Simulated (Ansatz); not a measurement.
Start from `CC1=CC(C)=[O+][Ti-]([OH])([OH])([OH])[O]1` and change one atom or group to get `CC1=CC(C)=[O+][Ti-]([CH3])([CH3])([CH3])[O]1`.

Ansatz, PBE0-D4/def2-TZVP geometries, multiplicity 1. Each molecule was computed in one conformer, which needn't be the lowest.

Scalar relativity is left out up to krypton.

```csv
property,`CC1=CC(C)=[O+][Ti-]([OH])([OH])([OH])[O]1`
size of the dipole moment (ωB97M-V/def2-TZVPP) / D,3.43
HOMO energy (PBE0/def2-TZVPP) / eV,-7.20
LUMO energy (PBE/def2-TZVPP) / eV,-2.60
LUMO energy (ωB97M-V/def2-TZVPP) / eV,0.32
HOMO–LUMO gap (ωB97M-V/def2-TZVPP) / eV,9.64
size of the dipole moment (B3LYP/def2-TZVPP) / D,3.45
```

(1) What does the change do to each property? (An estimate is asked.)

Answers

(1) Computed: 
```tsv
property	`CC1=CC(C)=[O+][Ti-]([CH3])([CH3])([CH3])[O]1`	shift
size of the dipole moment (ωB97M-V/def2-TZVPP) / D	4.48	1.05
HOMO energy (PBE0/def2-TZVPP) / eV	-6.72	0.48
LUMO energy (PBE/def2-TZVPP) / eV	-2.73	-0.13
LUMO energy (ωB97M-V/def2-TZVPP) / eV	0.21	-0.11
HOMO–LUMO gap (ωB97M-V/def2-TZVPP) / eV	9.26	-0.38
size of the dipole moment (B3LYP/def2-TZVPP) / D	4.44	0.99
```

With PBE0 the HOMO rises by 0.48 eV and the LUMO falls by 0.08 eV, so the gap narrows by about 0.56 eV. PBE moves the HOMO by 0.68 eV and ωB97M-V by 0.27 eV. Dipoles are sizes alone; their direction can turn.

B3LYP here is the variant with VWN-RPA as its local correlation; programs differ in this.
